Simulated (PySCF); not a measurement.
Computed shifts of a molecule C4H9NSi, PySCF with PBE0/pcSseg-1, GIAO, gas phase, equivalent atoms averaged, in ppm (number of nuclei): ¹⁵N: 18.5 (1). ²⁹Si: 4.6 (1). ¹³C: 142.3 (2), 24.6 (1), 20.8 (1). ¹H: 6.39 (2), 5.26 (1), 1.93 (1), 1.68 (1), 1.60 (1), 1.48 (1), 0.52 (1), 0.35 (1). References: ¹⁵N against NH3 (σ = 267.4 ppm); ²⁹Si against TMS (σ = 352.7 ppm); ¹³C against TMS (σ = 186.3 ppm); ¹H against TMS (σ = 31.56 ppm), references at their B3LYP-D3(BJ)/def2-TZVP geometries, non-relativistic. Geometry: PBE0-D3(BJ)/def2-SVP. One conformer was computed; it need not be the lowest.

### Question
Which molecule gave these data?
(A) N[SiH]1CC=CC1
(B) C#C[Si@H](N)CC
(C) C=C/C(C)=N\[SiH3]
(D) N[C@@H]1CC=C[SiH2]1

### Answer
A, N[SiH]1CC=CC1
